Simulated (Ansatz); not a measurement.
A structure relaxed at PBE0/def2-SVPD in Ansatz, charge -1, doublet:

```xyz
4

Cd    0.128   -1.461   -0.323
Cd   -0.131    1.462    0.319
Cd    2.360    0.527   -1.447
Cd   -2.358   -0.527    1.451
```

Q: Give its formula and point group.

A: Cd4⁻ (the lowest doublet isomer of a short search). Point group D2h (tolerance 0.1 Å).

Q: Summarise the bond lengths by kind (pairs closer than 1.2 times the sum of covalent radii, bridged metal pairs left out).

A: 5 × Cd–Cd 3.00 to 3.19 Å.

In the def2 sets Cd takes a core potential; there is no spin–orbit coupling. The highest occupied level of the charge -1 doublet lies above zero (up to 0.43 eV). By energy differences its removal costs 0.77 eV (vertical, to the charge 0 singlet, at PBE0/def2-TZVPD). The relaxation made no stability test and no search for a lower SCF solution. The structure comes from a short search, and lower isomers may exist.
